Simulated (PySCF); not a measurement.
**Dipole response of Si (silicon, neutral)**

[Ne] 3s2 3p2, high-spin 3P determinant. Computed with PySCF 2.14 in aug-cc-pCVQZ-DK, with scalar relativity by spin-free X2C-1e. Coupled (time-dependent) response in atomic units; α is the mean over directions.

```
method  mean α (bohr³)         α xx, yy, zz  C₆ (like pair)  S(−4)
  TPSS           40.14  33.16, 43.63, 43.63           332.5  658.9
```

S(−4) is the Cauchy moment in α(ω) = α(0) + S(−4) ω² + …

Reference α: 37.3 ± 0.7 bohr³ (recommended; Schwerdtfeger and Nagle, table of static dipole polarizabilities (2023 update)). Published C₆: 305.0 (Chu and Dalgarno (2004); Tang, Norbeck and Certain (1976)).

α(iu) at TPSS:

```tsv
u (hartree)	α(iu) (bohr³)
0	40.14
0.0500	38.58
0.100	34.74
0.200	25.61
0.300	18.37
0.500	10.05
0.750	5.501
1.00	3.441
1.50	1.736
2.00	1.072
3.00	0.5567
5.00	0.2541
```

The components differ because the open shell of this determinant is not spherical; for a pure term their mean is the scalar polarisability.
